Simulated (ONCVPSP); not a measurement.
**What one change does to a pseudopotential (He (Z = 2), ONCV)**

helium, optimised norm-conserving Vanderbilt (ONCV), made with ONCVPSP 4.0.1 (PBEsol, scalar-relativistic). Core none, reference 1s2. Waves: 1s: rc 0.70 bohr, ncon 4, nbas 8, qcut 7.2 1/bohr, local. Local part: the s channel. Core correction: none.

All-electron outer shells of the reference configuration (PBEsol, scalar-relativistic, ld1.x):

```tsv
shell	level (eV)	outermost node (bohr)	outermost maximum (bohr)
1s	-15.50	–	0.57
```

Change: s: qcut 4.9.

Cutoffs: the cutoffs (Ha) at which the residual kinetic energy of the hardest occupied pseudo-wave falls to 1 and 0.1 mHa per electron; they do not see the model core or the augmentation charge, which bear on the density cutoff. Errors are all-electron minus pseudo energies relative to the spin-unpolarised reference configuration.

Q: Predict the effect on cutoff, ghosts and configuration errors.

A: The potential gets harder (270 Ha and 355 Ha → 316 Ha and 374 Ha); neither file shows a bound ghost.

```tsv
quantity	base	changed
cutoff, loose	270 Ha	316 Ha
cutoff, tight	355 Ha	374 Ha
bound ghosts	none	none
GHOST(+) flags under 300 eV	none	none
error for 1s1, meV [ΔE 26.59 eV]	+28	+36
error for 1s1.5, meV [ΔE 10.39 eV]	+3.3	+4.3
s: phases at 0.71 bohr within 0.05 rad from the reference energy up to (Ha; the scan ends near 5)	to the end of the scan	to the end of the scan
```
